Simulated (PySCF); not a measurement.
Species: C6H8N (doublet state).
Cartesian coordinates in Å at the GFN2-xTB level; atoms count from 1:
```xyz
15
C6H8N angstrom
C     -1.663   -1.531    0.811
C     -0.732   -0.434    0.416
N     -1.035    0.833    0.922
C      0.421   -0.661   -0.333
C      1.302    0.281   -0.740
C      1.805    1.680   -0.806
C      2.499    0.708   -1.388
H     -2.672   -1.348    0.429
H     -1.317   -2.485    0.422
H     -1.735   -1.605    1.898
H     -0.546    1.579    0.449
H     -2.024    1.015    1.023
H      0.623   -1.684   -0.623
H      1.706    2.706   -0.553
H      3.363    0.435   -1.949
```

The hyperfine couplings belong to this conformer and change with its torsions.

Identity: `C[C](N)C=C1C=C1` [radical].

Method: UKS B3LYP, pcH-1 on C H N, non-relativistic, mean-field spin-orbit, GIAO (PySCF 2.14.0). One conformer (not necessarily the lowest) at the GFN2-xTB geometry, without solvent, vibrations or thermal averaging. The geometry wasn't refined by DFT: couplings that depend on bond lengths, twists or pyramidal angles can differ widely from those at the functional's own minimum. The SCF solution wasn't tested for stability.

Principal values of hyperfine tensors in MHz (contact and dipolar terms together), for some of the nuclei:

```csv
atom,isotope,A1,A2,A3
H10,1H,59.13,59.29,67.93
H8,1H,56.63,57.17,65.71
C2,13C,3.00,4.61,153.95
C5,13C,6.09,9.45,125.92
C4,13C,-67.18,-35.61,-30.43
C1,13C,-23.99,-23.83,-21.50
C7,13C,-31.37,-19.78,-14.33
H14,1H,-29.86,-20.15,-10.47
```

Give the isotropic coupling of each nucleus in MHz and in mT (g = 2.0027), and the anisotropic part.

a_iso = (A1 + A2 + A3)/3, Ti = Ai − a_iso; 1 mT corresponds to 28.030 MHz.

```tsv
atom	a_iso (MHz)	a_iso (mT)	T1	T2	T3
H10	62.12	2.216	-2.99	-2.83	5.82
H8	59.84	2.135	-3.21	-2.66	5.87
C2	53.85	1.921	-50.85	-49.24	100.10
C5	47.15	1.682	-41.07	-37.70	78.77
C4	-44.41	-1.584	-22.77	8.79	13.98
C1	-23.11	-0.824	-0.88	-0.73	1.61
C7	-21.82	-0.779	-9.54	2.05	7.49
H14	-20.16	-0.719	-9.70	0.01	9.69
```

What spin density at the nucleus of C7 lies behind its contact coupling (g_N = 1.40482)?

a_FC = (2μ0/3) gₑ μB g_N μN ρ(0)/(2S·h) = 800.24 MHz × g_N × ρ(0)/(2S), with ρ in bohr⁻³. With a_FC = -21.82 MHz and 2S = 1, ρ(0) = -0.01941 bohr⁻³.

H12 (1H, g_N = 5.58569) isn't in the table. Its spin density at the nucleus is 0.004465 bohr⁻³. What is its contact coupling?

By the same relation, a_FC = 19.96 MHz. Its full tensor has the principal values 13.74, 16.34, 29.80 MHz.

Which nucleus of the table has the largest anisotropic coupling, and what is its form?

C2: -50.9, -49.2, 100.1 MHz, axial, in the ratio −1:−1:+2, the form that spin in one p orbital centred on that nucleus gives.

What first-order splitting does H10 cause when the field lies along A1, A2 or A3 of its tensor (g taken as isotropic, no quadrupole term)?

2 lines (I = 1/2), spaced by |A_i|/(g × 13.996): 2.11, 2.12, 2.42 mT along the axes of A1, A2 and A3.
